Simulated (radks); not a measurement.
Te15+, 37 electrons, occupied as [Kr] 4d1. Method: Dirac Kohn-Sham, LB94 model potential, spin-unpolarised, spherical densities, finite nucleus; open shells fill j = l - 1/2 first; Fermi nuclear charge, rms radius 4.7423 fm; computed with a radial shooting solver on a logarithmic mesh with Libxc functionals.

Unscreened Slater integrals over Kohn-Sham orbitals (cm^-1). Large and small components are both included. Empty in this configuration: 4d5/2.

| integral | value |
|---|---|
| F0(4d3/2,4d3/2) | 250710 |
| F2(4d3/2,4d3/2) | 128810 |
| F0(4d3/2,4p3/2) | 255960 |
| F2(4d3/2,4p3/2) | 132580 |
| G1(4d3/2,4p3/2) | 167610 |
| G3(4d3/2,4p3/2) | 106050 |
| F0(4d3/2,4p1/2) | 259330 |
| G1(4d3/2,4p1/2) | 169920 |
| F0(4d3/2,4s1/2) | 262070 |
| G2(4d3/2,4s1/2) | 131500 |
| F0(4d3/2,4d5/2) | 249720 |
| F2(4d3/2,4d5/2) | 128360 |
| G2(4d3/2,4d5/2) | 128200 |
| G4(4d3/2,4d5/2) | 86745 |
| F0(4p3/2,4p3/2) | 261960 |
| F2(4p3/2,4p3/2) | 138100 |
| F0(4p3/2,4p1/2) | 265560 |
| G2(4p3/2,4p1/2) | 139250 |
| F0(4p3/2,4s1/2) | 268490 |
| G1(4p3/2,4s1/2) | 182730 |
| F0(4p3/2,4d5/2) | 254920 |
| F2(4p3/2,4d5/2) | 132040 |
| G1(4p3/2,4d5/2) | 167190 |
| G3(4p3/2,4d5/2) | 105710 |
| F0(4p1/2,4p1/2) | 269390 |
| F0(4p1/2,4s1/2) | 272460 |
| G1(4p1/2,4s1/2) | 185870 |
| F0(4p1/2,4d5/2) | 258220 |
| G3(4p1/2,4d5/2) | 106410 |
| F0(4s1/2,4s1/2) | 275730 |
| F0(4s1/2,4d5/2) | 260920 |
| G2(4s1/2,4d5/2) | 130730 |
| F0(4d5/2,4d5/2) | 248750 |
| F2(4d5/2,4d5/2) | 127940 |
| F4(4d5/2,4d5/2) | 86575 |
